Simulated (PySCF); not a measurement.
formate (CHO2), SMILES O=C[O-], charge -1.

The structure is a stationary point at r2SCAN-D4/def2-TZVPD.

Method: PySCF with M06-2X/def2-TZVPD.

Isolated molecule, no solvent.

```
Property                                                          Result
------------------------------------------------  ----------------------
total energy                                          -189.21276 hartree
point group                                                          C2v
highest occupied level                                          -2.74 eV
lowest empty level                                               4.57 eV
orbital gap                                                      7.31 eV
dipole moment about the centre of nuclear charge                  1.52 D
mean static polarisability                          31.4 bohr³ (4.66 Å³)
polarisability, principal values                  22.5, 33.7, 38.1 bohr³
```
